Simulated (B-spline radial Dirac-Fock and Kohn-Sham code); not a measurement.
# K-line shifts caused by a second vacancy in Tc⁺

System: technetium as Tc⁺, configuration [Kr] 4d6 (not the ground configuration).

These are calculated numbers from an atomic code on a B-spline grid; the model is multi-electron Dirac-Fock with separately optimised hole states, Breit and Lamb-shift corrections added in first order. Each two-hole energy is an average over J within one jj subconfiguration, not an observable level; in light atoms, where LS coupling holds, the j-resolved values are not observed lines, and for a K spectator the Kα1 hypersatellite is nearly forbidden. No correlation.

Lines without a spectator: Kα2 (K-L2) 18249.3 eV, Kα1 (K-L3) 18365.8 eV, Kβ3 (K-M2) 20594.6 eV, Kβ1 (K-M3) 20614.6 eV. Shifts in eV with one spectator hole (a dash: not computed, or left out as unreliable):

| spectator hole | Kα2 | Kα1 | Kβ3 | Kβ1 |
| --- | --- | --- | --- | --- |
| K (1s) | +480.3 | +491.4 | +609.5 | +611.7 |
| L2 (2p1/2) | +50.8 | +63.3 | – | +136.4 |
| L3 (2p3/2) | +52.2 | +51.6 | +124.5 | – |
| M2 (3p1/2) | – | +6.43 | +14.73 | +18.15 |
| M3 (3p3/2) | +5.07 | – | +15.94 | +15.34 |
| M4 (3d3/2) | +0.50 | -1.60 | – | – |
| M5 (3d5/2) | -1.90 | -0.44 | – | – |

With n spectator holes in 2p, averaged over the 2p shell (energies in eV):

```
n     KαLⁿ   step  hypersatellite KαʰLⁿ
0  18327.0      –               18814.6
1  18381.8  +54.8               18870.8
2  18437.8  +56.0               18928.1
3  18494.9  +57.2               18986.6
4  18553.3  +58.4               19046.4
5  18612.9  +59.6               19107.3
```
